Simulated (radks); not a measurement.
Spin polarisation of the 4p4 shell in the bromine ion Br+. Start: [Ar] 3d10 4s2 4p(up 2, down 2); electrons of 4p are moved from spin down to spin up, other shells keep equal spins. All-electron calculation, scalar-relativistic Kohn-Sham, SCAN, spin-polarised, spherical densities, finite nucleus; meta-GGA in the generalised Kohn-Sham scheme; Fermi nuclear charge, rms radius of each element as measured or else 0.836 A^(1/3) + 0.57 fm. Program: a radial shooting solver on a logarithmic mesh with Libxc functionals.

\begin{tabular}{lrrrr}
moment (Bohr magnetons) & E - E(0) (eV) & e(4p up) (eV) & e(4p down) (eV) & 4s down minus up (eV) \\ \hline
0 & 0.000 & -17.789 & -17.789 & 0.000 \\
0.5 & -0.073 & -18.067 & -17.489 & 0.624 \\
1 & -0.289 & -18.318 & -17.167 & 1.231 \\
1.5 & -0.649 & -18.548 & -16.819 & 1.835 \\
2 & -1.154 & -18.758 & -16.442 & 2.439 \\
\end{tabular}

At moment 2 the spin-polarisation energy is -1.154 eV and the 4p exchange splitting 2.316 eV, that is 1.158 eV per Bohr magneton; E = -I m^2/4 would give I = 1.154 eV.
